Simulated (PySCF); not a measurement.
# A scan of InCl with bad points

PBE0; In aug-cc-pVDZ-PP with ECP28, Cl aug-cc-pV(D+d)Z; scalar-relativistic core potentials (PySCF 2.14); triplet, unpaired electrons σ ↑, π ↑ requested.

| R (Å) | E (eV) | ⟨S²⟩ | ⟨Lz²⟩ | μ (D) |
| --- | --- | --- | --- | --- |
| 2.209 | 0.213 | 2.00 | 1.00 | -1.61 |
| 2.307 | 0.038 | 2.00 | 1.00 | -1.99 |
| 2.380 | 0.000 | 2.00 | 1.00 | -2.25 |
| 2.454 | 0.016 | 2.00 | 1.00 | -2.47 |
| 2.528 | 0.069 | 2.01 | 1.00 | -2.65 |
| 2.626 | 0.174 | 2.01 | 1.00 | -2.81 |
| 2.748 | 0.329 | 2.01 | 1.00 | -2.89 |
| 2.896 | 9.575 | 2.58 | 1.00 | 2.86 |

The run flagged 2.896 Å: there the SCF either missed its threshold or ended in another occupation than the one requested, so the fit leaves that out.
